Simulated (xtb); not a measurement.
Br2Zn (SMILES [Br][Zn][Br]), singlet, from a rough starting geometry (GFN-xTB shapes and energies of metal compounds can be far from the true ones); GFN2-xTB (xtb).

Input for xtb:
```
$ xtb mol.xyz --gfn 2 --opt vtight --json

# file mol.xyz
3

Zn     0.00012618    -0.02878607     0.00202823
Br    -0.23756133     1.76715523    -1.41780470
Br     0.26020695    -1.73540776     1.43133573
```

Q: Write the output that xtb gives for this input, abridged.

A: 
```
   ID    Z sym.   atoms
    1   30 Zn     1
    2   35 Br     2, 3

           -------------------------------------------------
          |                Calculation Setup                |
           -------------------------------------------------

           -------------------------------------------------
          |                 G F N 2 - x T B                 |
           -------------------------------------------------

          ...................................................
          :                      SETUP                      :
          :.................................................:
          :  # basis functions                  24          :
          :  # atomic orbitals                  22          :
          :  # shells                            8          :
          :  # electrons                        16          :
          :  max. iterations                   250          :
          :  Hamiltonian                  GFN2-xTB          :
          :  restarted?                      false          :
          :  GBSA solvation                  false          :
          :  PC potential                    false          :
          :  electronic temp.          300.0000000     K    :
          :  accuracy                    1.0000000          :
          :  -> integral cutoff          0.2500000E+02      :
          :  -> integral neglect         0.1000000E-07      :
          :  -> SCF convergence          0.1000000E-05 Eh   :
          :  -> wf. convergence          0.1000000E-03 e    :
          :  Broyden damping             0.4000000          :
          :  net charge                          0          :
          :  unpaired electrons                  0          :
          ...................................................

 iter      E             dE          RMSdq      gap      omega  full diag
   1     -8.7856203 -0.878562E+01  0.180E+01    5.25       0.0  T
   2     -8.7829319  0.268842E-02  0.798E+00    5.53       1.0  T
   3     -8.7089893  0.739426E-01  0.744E+00    4.25       1.0  T
   4     -8.7811788 -0.721895E-01  0.435E+00    4.58       1.0  T
   5     -8.8043696 -0.231909E-01  0.131E+00    4.93       1.0  T
   6     -8.8047172 -0.347557E-03  0.618E-01    4.95       1.0  T
   7     -8.8048043 -0.871206E-04  0.121E-01    4.93       1.0  T
   8     -8.8048298 -0.254518E-04  0.443E-02    4.94       1.3  T
   9     -8.8048319 -0.210707E-05  0.199E-02    4.94       2.9  T
  10     -8.8048323 -0.404316E-06  0.602E-03    4.94       9.6  T
  11     -8.8048321  0.208989E-06  0.179E-02    4.94       3.2  T
  12     -8.8048323 -0.263534E-06  0.212E-03    4.94      27.3  T
  13     -8.8048323 -0.175686E-08  0.292E-04    4.94     197.7  T
  14     -8.8048323  0.724736E-10  0.196E-04    4.94     294.5  T

   *** convergence criteria satisfied after 14 iterations ***

         :::::::::::::::::::::::::::::::::::::::::::::::::::::
         ::                     SUMMARY                     ::
         :::::::::::::::::::::::::::::::::::::::::::::::::::::
         :: total energy              -8.798465109146 Eh    ::
         :: gradient norm              0.010137860365 Eh/a0 ::
         :: HOMO-LUMO gap              4.941542215594 eV    ::
         ::.................................................::
         :: SCC energy                -8.804832478623 Eh    ::
         :: -> isotropic ES            0.058486780551 Eh    ::
         :: -> anisotropic ES          0.005418831353 Eh    ::
         :: -> anisotropic XC         -0.019660517999 Eh    ::
         :: -> dispersion             -0.002006065439 Eh    ::
         :: repulsion energy           0.006367369477 Eh    ::
         :: add. restraining           0.000000000000 Eh    ::
         :: total charge              -0.000000000000 e     ::
         :::::::::::::::::::::::::::::::::::::::::::::::::::::

      -----------------------------------------------------------
[...]
 * total energy  :    -8.7984651 Eh     change       -0.7167422E-10 Eh
 * total energy  :    -8.7987164 Eh     change       -0.2512601E-03 Eh
 * total energy  :    -8.7987174 Eh     change       -0.1012547E-05 Eh
 * total energy  :    -8.7987180 Eh     change       -0.5997811E-06 Eh
 * total energy  :    -8.7987181 Eh     change       -0.7510049E-07 Eh
   *** GEOMETRY OPTIMIZATION CONVERGED AFTER 5 ITERATIONS ***
         :: total energy              -8.798718056774 Eh    ::
[...]
         :::::::::::::::::::::::::::::::::::::::::::::::::::::

           -------------------------------------------------
          |                Property Printout                |
           -------------------------------------------------

    * Orbital Energies and Occupations

         #    Occupation            Energy/Eh            Energy/eV
      -------------------------------------------------------------
         1        2.0000           -0.8664962             -23.5786
         2        2.0000           -0.8625300             -23.4706
         3        2.0000           -0.5569944             -15.1566
         4        2.0000           -0.4694399             -12.7741
         5        2.0000           -0.4621124             -12.5747
         6        2.0000           -0.4621094             -12.5746
         7        2.0000           -0.4489834             -12.2175
         8        2.0000           -0.4489827             -12.2174 (HOMO)
         9                         -0.2706737              -7.3654 (LUMO)
        10                         -0.1199709              -3.2646
        11                         -0.1197486              -3.2585
        12                         -0.0011355              -0.0309
        13                          0.0024218               0.0659
        14                          0.0024226               0.0659
        15                          0.0135782               0.3695
        16                          0.0135782               0.3695
        17                          0.0136167               0.3705
        18                          0.0136167               0.3705
        19                          0.0276997               0.7537
       ...                                ...                  ...
        22                          2.2436146              61.0519
      -------------------------------------------------------------
                  HL-Gap            0.1783090 Eh            4.8520 eV
             Fermi-level           -0.3598282 Eh           -9.7914 eV

     #   Z          covCN         q      C6AA      α(0)
     1  30 Zn       1.590     0.285   121.765    21.556
     2  35 Br       0.795    -0.142   188.573    22.140
     3  35 Br       0.795    -0.142   188.574    22.140

 Mol. C6AA /au·bohr⁶  :       1472.782900
 Mol. C8AA /au·bohr⁸  :      99087.048545
 Mol. α(0) /au        :         65.835126

Wiberg/Mayer (AO) data.
largest (>0.10) Wiberg bond orders for each atom

 ---------------------------------------------------------------------------
     #   Z sym  total        # sym  WBO       # sym  WBO       # sym  WBO
 ---------------------------------------------------------------------------
     1  30 Zn   2.054 --     2 Br   1.027     3 Br   1.027
     2  35 Br   1.279 --     1 Zn   1.027     3 Br   0.252
     3  35 Br   1.279 --     1 Zn   1.027     2 Br   0.252
 ---------------------------------------------------------------------------

Topologies differ in total number of bonds
Writing topology from bond orders to xtbtopo.mol

molecular dipole:
                 x           y           z       tot (Debye)
 q only:       -0.006      -0.009      -0.010
   full:       -0.020      -0.029      -0.033       0.123
molecular quadrupole (traceless):
                xx          xy          yy          xz          yz          zz
 q only:        2.548       0.670      -2.070      -0.546       3.835      -0.478
  q+dip:       10.945       2.879      -8.892      -2.345      16.476      -2.053
   full:       11.492       3.023      -9.336      -2.462      17.298      -2.156

optimized geometry written to: xtbopt.xyz

           -------------------------------------------------
          | TOTAL ENERGY               -8.798718056774 Eh   |
          | GRADIENT NORM               0.000028015693 Eh/α |
          | HOMO-LUMO GAP               4.852036101320 eV   |
           -------------------------------------------------

normal termination of xtb
```
